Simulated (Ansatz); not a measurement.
Abridged output of a molecular run in Ansatz:

```
Functional definition: HF
1896 factors; integrals over basis functions are off by at most 1.1e-3 eV
mean field evaluation 1: about -27004.3920 eV, gradient 3.6e1 eV
mean field evaluation 2: about -27004.6866 eV, gradient 3.6e1 eV
mean field evaluation 4: about -27008.0756 eV, gradient 4.7e0 eV
mean field evaluation 8: about -27008.1688 eV, gradient 3.3e-1 eV
mean field evaluation 16: about -27008.1697 eV, gradient 2.2e-6 eV
mean field -27008.16972096 eV, -992.5319304502 hartree, gradient 2.2e-6 eV, S^2 0.000000; 0 other end points of the search recorded, 0 dependent functions left out
16 core orbitals not correlated: weight in the atoms' cores, before any rotation towards them, 1.000 or more for the frozen orbitals, at most 0.000 for the correlated occupied ones
reference -27008.16972096 eV, -992.5319304502 hartree; 20, 20 occupied and 258, 258 virtual orbitals, 1896 factors
second order -27.49615381 eV of doubles, -0.00000000 eV of singles
cycle   1  -27.81606543 eV  change   -3.2e-1 eV  update   1.3e-1
cycle   2  -28.61559020 eV  change   -8.0e-1 eV  update   3.9e-2
cycle   3  -28.77595636 eV  change   -1.6e-1 eV  update   2.1e-2
cycle   4  -28.76156315 eV  change    1.4e-2 eV  update   5.5e-3
cycle   5  -28.75731159 eV  change    4.3e-3 eV  update   2.7e-3
cycle   6  -28.75779559 eV  change   -4.8e-4 eV  update   8.8e-4
cycle   7  -28.75743463 eV  change    3.6e-4 eV  update   4.1e-4
cycle   8  -28.75739577 eV  change    3.9e-5 eV  update   1.7e-4
cycle   9  -28.75749866 eV  change   -1.0e-4 eV  update   6.9e-5
cycle  10  -28.75749456 eV  change    4.1e-6 eV  update   3.0e-5
perturbative correction -1.11322513 eV, -0.0409102688 hartree
Total energy: -27038.04044065 eV, -993.6296591517 hartree
```

Its atoms:

Z-matrix (Å, degrees):
```
Si
O 1 1.659
H 1 1.484 2 112.2
H 1 1.482 2 105.3 3 119.0
H 1 1.489 2 109.9 3 -121.8
C 2 1.394 1 123.7 3 83.2
In 6 2.178 2 118.2 1 -167.5
S 6 1.838 2 114.5 1 -54.0
H 6 1.097 2 111.4 1 61.0
H 7 1.722 6 114.2 2 47.5
H 7 1.718 6 119.2 2 -139.9
H 8 1.347 6 97.2 2 -64.4
```

(1) Which basis set was used?
A. def2-SVP
B. cc-pV(Q+d)Z
C. def2-TZVPPD
D. def2-TZVPP

(2) Write the keys of the input that set method, charge and spin (a neutral closed shell needs none for the last two).

Answers

(1) D. It gives 294 functions.

(2) 
```yaml
correlation: {method: ccsd_t}
```
